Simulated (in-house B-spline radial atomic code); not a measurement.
How numerical settings move a run on W²⁺, [Xe] 4f14 5d4. Computed with an all-electron radial atomic-structure program (B-spline basis): Dirac-Kohn-Sham PBE0, spherical fractional occupations, Fermi nucleus of rms radius 5.3658 fm.

Command:
```bash
python run_scf.py task.json out
```
Settings of the sound reference run:
```
Z                74
electrons        72
configuration    [Xe] 4f14 5d4
hamiltonian      dirac
method           pbe0
spin_polarised   False
nucleus          fermi
rms_radius       5.3658
mass_number      184
atomic_mass      183.9509
speed_of_light   137.036
knot_spacing     0.22
spline_order     8
gauss_points     12
box_radius       22.22
max_iterations   70
damping          0.5
damped_steps     3
diis_vectors     10
tolerance        1e-08
start            Thomas-Fermi
```

Run time, properties included: 2.1 s on 1 thread of AMD EPYC 7R43 64-Core Processor, on a shared host.

It converges in 10 iterations to -16161.589663 hartree, with 5d5/2 at -19.3495 eV. The other runs change the listed settings, some to values that make no sense; their results aren't properties of the atom or ion. Radii are in bohr (the nuclear one in fm), a minus after a letter asks for a j subshell, and «unchanged» means within 1e-8 hartree. The run stops when the residual is below 10 × tolerance × max(1, Z/10), or a noise floor if that is larger, and the energy moves by less than 1e-8 × √|E| hartree; so very loose and very tight tolerances often act alike.

```tsv
changed settings	outcome
gauss_points = 5	converged in 10 iterations, energy -3.01e-07 hartree from the reference
box_radius = 0.89, max_iterations = 50, damping = 0.95, tolerance = 0.01	converged in 8 iterations, energy +3.63e+02 hartree from the reference, 5d5/2 level +9.4e+02 eV (the program warns: 5d5/2 has a positive eigenvalue: unbound, held by the box; 4d3/2 has a positive eigenvalue: unbound, held by the box)
first_knot = 0.0135, max_iterations = 100, tolerance = 1e-06, start = bare nucleus	converged in 12 iterations, energy +7.15e+00 hartree from the reference, 5d5/2 level -1.1e-02 eV
gauss_points = 3	converged in 10 iterations, energy +2.83e-03 hartree from the reference, 5d5/2 level -3.2e-07 eV
tolerance = 1e-13	converged in 10 iterations, energy unchanged
gauss_points = 4	converged in 10 iterations, energy +1.18e-05 hartree from the reference
start = bare nucleus	converged in 13 iterations, energy unchanged, 5d5/2 level -1.1e-05 eV
method = hf, speed_of_light = 55.51328	stopped with error: Z/c is past the critical charge
knot_spacing = 0.4, spline_order = 5, max_iterations = 75, start = bare nucleus	converged in 13 iterations, energy +1.46e-01 hartree from the reference, 5d5/2 level -2.0e-03 eV
```

Question: What happens with electrons = 73, configuration = [Xe] 4f14 5d4 6s-1, max_iterations = 60?

Answer: Stopped with error: j subshells need the Dirac Hamiltonian and l > 0.

Question: What happens with tolerance = 1e-06?

Answer: Converged in 8 iterations, energy +1.84e-07 hartree from the reference, 5d5/2 level -3.9e-03 eV.

Question: What happens with spline_order = 10, gauss_points = 6, max_iterations = 50?

Answer: Converged in 10 iterations, energy +1.99e-06 hartree from the reference.

Question: What happens with knot_spacing = 0.75, gauss_points = 4, max_iterations = 50?

Answer: Converged in 10 iterations, energy +7.41e+01 hartree from the reference, 5d5/2 level -1.2e+00 eV (the program warns: 3s1/2 reaches the box edge; 3p1/2 reaches the box edge).
